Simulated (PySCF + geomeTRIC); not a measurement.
Species: [Mo(F)5(NH2)] (charge 0, multiplicity 1).

Q: Give a relaxed geometry from BP86-D3(BJ)/def2-SVP (PySCF + geomeTRIC).

A: This is not unique; one that fits is the end point of this relaxation, one of several conformers.
Cartesian coordinates (Å) in one orientation:
```xyz
9

Mo    -0.094     0.028    -0.069
F     -0.689     0.583     1.620
F      0.253     1.704    -0.758
F      1.582    -0.010     0.749
F     -1.890     0.178    -0.549
F     -0.298    -1.785     0.204
N      0.533    -0.554    -1.822
H      0.849     0.085    -2.564
H      0.592    -1.538    -2.117
```
